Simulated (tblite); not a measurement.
Record of a relaxation.

Compound: C₃H₁₀BBrGe₂.
Bonds: Ge1–B2, B2–Ge3, Ge3–Br4, B2–C5, C5–C6, C6–C7, C5–C7. Hydrogens: H8, H9, H10 on Ge1; H11, H12 on Ge3; H13 on C5; H14, H15 on C6; H16, H17 on C7.

Computed with GFN2-xTB (tblite), gas phase: L-BFGS steps from a force-field or distance-geometry start until the largest atomic force falls under 0.01 eV/Å. 10 of its 183 geometries are shown.

Step 0: E = -562.1158 eV, largest atomic force 1.464 eV/Å
```
atom  x, y, z in Å  |  force x, y, z in eV/Å
Ge1     1.615    1.675   -0.296   -0.404  -0.017  -0.013
B2      0.576   -0.009    0.095   -0.477   0.192   0.760
Ge3     1.472   -1.806   -0.201   -0.658   0.460   0.111
Br4     1.956   -2.015   -2.476    0.006  -0.179   0.509
C5     -0.883    0.061    0.747    0.132  -0.068  -0.835
C6     -1.967   -0.679   -0.037    0.080   0.589   0.376
C7     -1.902    0.840   -0.084   -0.293  -0.510   0.725
H8      1.966    1.717   -1.800    0.057   0.251   0.684
H9      0.736    2.903    0.064    0.651  -0.341  -0.250
H10     2.904    1.698    0.549   -0.406   0.215  -0.480
H11     2.766   -1.885    0.624   -0.042  -0.368  -0.308
H12     0.492   -2.937    0.229    0.549  -0.095  -0.263
H13    -1.036    0.104    1.849    0.270  -0.038  -0.921
H14    -1.651   -1.165   -0.989   -0.560   0.007   1.108
H15    -2.793   -1.066    0.594    0.658  -0.193  -0.993
H16    -2.698    1.335    0.530    0.893  -0.070  -1.158
H17    -1.560    1.242   -1.056   -0.456   0.164   0.949
```

Step 20: E = -562.6952 eV, largest atomic force 0.049 eV/Å
```
atom  x, y, z in Å  |  force x, y, z in eV/Å
Ge1     1.584    1.692   -0.268    0.017   0.046  -0.002
B2      0.574    0.017    0.185    0.010   0.032  -0.028
Ge3     1.442   -1.796   -0.116    0.016  -0.004   0.028
Br4     1.932   -2.057   -2.349   -0.019   0.026   0.003
C5     -0.894    0.072    0.685    0.002  -0.004  -0.033
C6     -1.995   -0.664   -0.032   -0.030  -0.009  -0.009
C7     -1.947    0.834   -0.076   -0.029   0.002  -0.004
H8      1.992    1.801   -1.703   -0.005  -0.027   0.026
H9      0.875    2.980    0.016   -0.009  -0.045   0.008
H10     2.885    1.819    0.462    0.014  -0.002  -0.005
H11     2.790   -2.082    0.528    0.016  -0.004  -0.004
H12     0.638   -3.058    0.164   -0.021   0.003   0.018
H13    -1.003    0.105    1.770    0.018   0.000  -0.013
H14    -1.742   -1.206   -0.934    0.005  -0.015  -0.006
H15    -2.780   -1.129    0.545   -0.006  -0.030   0.012
H16    -2.701    1.381    0.470    0.020   0.015   0.008
H17    -1.656    1.303   -1.006    0.001   0.016   0.002
```

Step 40: E = -562.7002 eV, largest atomic force 0.045 eV/Å
```
atom  x, y, z in Å  |  force x, y, z in eV/Å
Ge1     1.602    1.697   -0.257    0.019  -0.003   0.004
B2      0.588    0.022    0.183    0.008   0.010  -0.017
Ge3     1.451   -1.795   -0.083    0.010  -0.017   0.002
Br4     1.868   -2.025   -2.334   -0.014  -0.010   0.000
C5     -0.889    0.071    0.649   -0.011  -0.021   0.021
C6     -2.001   -0.670   -0.047   -0.019   0.030  -0.027
C7     -1.961    0.830   -0.086    0.022  -0.006  -0.003
H8      1.998    1.800   -1.694    0.001  -0.003   0.005
H9      0.877    2.971    0.031   -0.010   0.013   0.005
H10     2.908    1.834    0.464   -0.007  -0.007  -0.006
H11     2.817   -2.102    0.515    0.004   0.000  -0.004
H12     0.633   -3.047    0.214    0.010   0.015   0.001
H13    -0.981    0.093    1.736   -0.008   0.012   0.010
H14    -1.766   -1.205   -0.958   -0.001  -0.006   0.021
H15    -2.768   -1.145    0.548    0.017   0.001  -0.020
H16    -2.698    1.379    0.481   -0.005  -0.009  -0.007
H17    -1.687    1.305   -1.019   -0.018  -0.001   0.015
```

Step 61: E = -562.7091 eV, largest atomic force 0.030 eV/Å
```
atom  x, y, z in Å  |  force x, y, z in eV/Å
Ge1     1.632    1.731   -0.220    0.011   0.000   0.018
B2      0.600    0.063    0.198    0.014   0.003   0.011
Ge3     1.468   -1.760   -0.014   -0.014   0.000  -0.009
Br4     1.341   -2.197   -2.272   -0.003  -0.015  -0.016
C5     -0.892    0.070    0.619    0.006  -0.007  -0.002
C6     -1.952   -0.684   -0.148   -0.003   0.002  -0.004
C7     -1.973    0.815   -0.113    0.001  -0.001   0.000
H8      2.045    1.883   -1.647   -0.001  -0.025   0.001
H9      0.956    3.019    0.116   -0.023   0.012   0.007
H10     2.936    1.788    0.518    0.004   0.015  -0.014
H11     2.940   -2.035    0.261   -0.011   0.014   0.010
H12     0.739   -2.965    0.570    0.027  -0.012   0.005
H13    -1.016    0.030    1.703   -0.014  -0.009   0.003
H14    -1.662   -1.169   -1.071   -0.019   0.006  -0.010
H15    -2.714   -1.219    0.399    0.003  -0.002   0.001
H16    -2.755    1.296    0.457    0.016   0.015  -0.003
H17    -1.699    1.348   -1.014    0.004   0.004   0.003
```

Step 81: E = -562.7146 eV, largest atomic force 0.044 eV/Å
```
atom  x, y, z in Å  |  force x, y, z in eV/Å
Ge1     1.630    1.727   -0.178   -0.023   0.005  -0.010
B2      0.604    0.050    0.225   -0.008  -0.017  -0.027
Ge3     1.486   -1.765   -0.011   -0.026   0.006  -0.003
Br4     1.200   -2.312   -2.230    0.016   0.016   0.005
C5     -0.898    0.048    0.612   -0.003   0.006  -0.002
C6     -1.961   -0.666   -0.190    0.000   0.008  -0.005
C7     -1.956    0.832   -0.113    0.002   0.011  -0.002
H8      2.011    1.841   -1.621    0.004  -0.001   0.014
H9      0.936    3.014    0.130   -0.010  -0.012   0.000
H10     2.948    1.834    0.527   -0.018  -0.021  -0.011
H11     2.985   -1.953    0.165    0.010  -0.030  -0.002
H12     0.857   -2.978    0.665    0.036   0.009   0.024
H13    -1.038   -0.025    1.693   -0.025  -0.003  -0.003
H14    -1.674   -1.131   -1.123    0.006   0.016  -0.010
H15    -2.740   -1.202    0.332    0.017   0.004   0.019
H16    -2.737    1.316    0.455    0.008  -0.002   0.016
H17    -1.659    1.382   -0.995    0.013   0.006  -0.002
```

Step 101: E = -562.7275 eV, largest atomic force 0.070 eV/Å
```
atom  x, y, z in Å  |  force x, y, z in eV/Å
Ge1     1.562    1.681   -0.197   -0.008   0.008  -0.037
B2      0.587   -0.017    0.234    0.030  -0.041  -0.007
Ge3     1.568   -1.785    0.058    0.014  -0.020  -0.036
Br4     0.960   -2.523   -2.045    0.035   0.004   0.048
C5     -0.918   -0.013    0.600   -0.023  -0.021  -0.027
C6     -1.994   -0.577   -0.306   -0.016   0.045   0.008
C7     -1.907    0.900   -0.071    0.008  -0.023  -0.021
H8      1.968    1.843   -1.627   -0.014  -0.011   0.008
H9      0.817    2.934    0.134    0.021   0.019  -0.006
H10     2.866    1.806    0.529    0.014   0.014   0.007
H11     3.091   -1.829   -0.035   -0.046   0.007  -0.001
H12     1.228   -2.999    0.914   -0.022   0.016   0.012
H13    -1.110   -0.212    1.656    0.004  -0.020  -0.001
H14    -1.707   -0.960   -1.276    0.001   0.012   0.035
H15    -2.807   -1.123    0.150    0.020  -0.002  -0.016
H16    -2.671    1.386    0.518   -0.010  -0.047   0.001
H17    -1.539    1.499   -0.894   -0.008   0.062   0.032
```

Step 121: E = -562.8420 eV, largest atomic force 0.348 eV/Å
```
atom  x, y, z in Å  |  force x, y, z in eV/Å
Ge1     1.498    1.622   -0.371   -0.044  -0.083  -0.261
B2      0.522   -0.060    0.149    0.283  -0.039  -0.015
Ge3     1.612   -1.784    0.183    0.093   0.150   0.053
Br4     0.809   -3.216   -1.432   -0.017   0.013   0.047
C5     -0.953   -0.182    0.537    0.065   0.240  -0.088
C6     -1.917   -0.240   -0.648   -0.155   0.118   0.094
C7     -1.958    0.920    0.277   -0.012   0.070   0.018
H8      1.888    1.762   -1.828   -0.089  -0.058   0.235
H9      0.811    2.912   -0.054    0.015   0.062   0.013
H10     2.826    1.718    0.325   -0.061   0.004  -0.015
H11     3.095   -1.724   -0.170   -0.039  -0.039   0.009
H12     1.589   -2.638    1.450   -0.023  -0.060  -0.041
H13    -1.194   -0.890    1.327   -0.175  -0.009   0.002
H14    -1.536   -0.093   -1.639    0.193   0.008  -0.268
H15    -2.700   -0.977   -0.600   -0.074  -0.093   0.011
H16    -2.816    1.002    0.929    0.106   0.024   0.059
H17    -1.585    1.879   -0.090   -0.064  -0.309   0.146
```

Step 142: E = -562.9739 eV, largest atomic force 0.164 eV/Å
```
atom  x, y, z in Å  |  force x, y, z in eV/Å
Ge1     1.354    1.536   -0.573   -0.006  -0.027   0.005
B2      0.530   -0.163    0.076   -0.002  -0.062   0.012
Ge3     1.742   -1.765    0.394   -0.024   0.014  -0.029
Br4     1.048   -3.462   -1.011    0.010   0.052   0.060
C5     -0.964   -0.391    0.239   -0.138   0.062  -0.064
C6     -1.950    0.224   -0.770    0.043  -0.060   0.046
C7     -1.906    0.762    0.598    0.015  -0.006  -0.014
H8      1.600    1.480   -2.045    0.073   0.017  -0.061
H9      0.647    2.844   -0.397   -0.041  -0.023   0.040
H10     2.710    1.766    0.015    0.043   0.064  -0.046
H11     3.226   -1.692    0.080    0.042  -0.002  -0.022
H12     1.721   -2.455    1.755   -0.030  -0.014  -0.010
H13    -1.298   -1.365    0.600   -0.057   0.082   0.045
H14    -1.532    0.816   -1.574    0.009   0.003   0.045
H15    -2.770   -0.409   -1.076    0.025   0.022   0.030
H16    -2.700    0.544    1.299   -0.005  -0.044  -0.090
H17    -1.467    1.743    0.734    0.045  -0.078   0.051
```

Step 162: E = -562.9911 eV, largest atomic force 0.029 eV/Å
```
atom  x, y, z in Å  |  force x, y, z in eV/Å
Ge1     1.328    1.502   -0.632   -0.001  -0.001  -0.014
B2      0.527   -0.201    0.052    0.003  -0.006   0.007
Ge3     1.754   -1.772    0.423   -0.011  -0.003   0.003
Br4     1.123   -3.499   -0.964   -0.005  -0.004   0.001
C5     -0.975   -0.417    0.192    0.000  -0.002   0.006
C6     -1.928    0.315   -0.758    0.022  -0.006  -0.018
C7     -1.885    0.724    0.654    0.001  -0.005  -0.013
H8      1.577    1.454   -2.109   -0.011   0.006   0.009
H9      0.546    2.767   -0.445   -0.008   0.010  -0.007
H10     2.682    1.826   -0.081    0.001   0.008   0.011
H11     3.245   -1.669    0.139    0.008  -0.015   0.004
H12     1.701   -2.448    1.791    0.002   0.005  -0.008
H13    -1.340   -1.400    0.491   -0.001   0.016  -0.001
H14    -1.477    0.965   -1.497   -0.010   0.009   0.005
H15    -2.771   -0.249   -1.125   -0.001  -0.005   0.014
H16    -2.699    0.451    1.307   -0.005  -0.005  -0.001
H17    -1.415    1.665    0.906    0.016  -0.003   0.003
```

Step 182: E = -562.9929 eV, largest atomic force 0.009 eV/Å
```
atom  x, y, z in Å  |  force x, y, z in eV/Å
Ge1     1.322    1.524   -0.623    0.003  -0.001  -0.001
B2      0.548   -0.195    0.053   -0.008   0.001  -0.004
Ge3     1.752   -1.785    0.421   -0.001  -0.001  -0.001
Br4     1.035   -3.519   -0.916   -0.001   0.002   0.005
C5     -0.953   -0.415    0.190    0.000  -0.004   0.000
C6     -1.903    0.309   -0.769   -0.002  -0.002   0.000
C7     -1.873    0.720    0.642    0.004  -0.005   0.005
H8      1.573    1.488   -2.099    0.005   0.000   0.004
H9      0.505    2.767   -0.439   -0.002   0.003  -0.001
H10     2.662    1.888   -0.063    0.005   0.001   0.000
H11     3.242   -1.749    0.114   -0.004   0.000   0.000
H12     1.694   -2.429    1.803    0.006   0.002  -0.003
H13    -1.316   -1.399    0.488    0.000   0.001  -0.003
H14    -1.456    0.963   -1.506    0.002  -0.001  -0.004
H15    -2.740   -0.264   -1.138   -0.004   0.000   0.000
H16    -2.690    0.444    1.290   -0.006   0.000   0.001
H17    -1.409    1.663    0.897    0.003   0.002   0.001
```

Task: Summarise the path.

Result: The energy falls by 20.23 kcal/mol from step 0 to step 182; nine tenths of that is first reached at step 128. It rises by more than 0.2 meV at steps 87 and 107. The largest force goes from 1.464 to 0.009 eV/Å. Among the bonds B2–C5 changes most, from 1.600 to 1.523 Å; the atoms move by 1.381 Å rms after alignment.

What follows is the cost of the whole relaxation. Hardware: one thread of an Arm Neoverse V1, no GPU (shared host). Cost: 1.7 s of wall time.
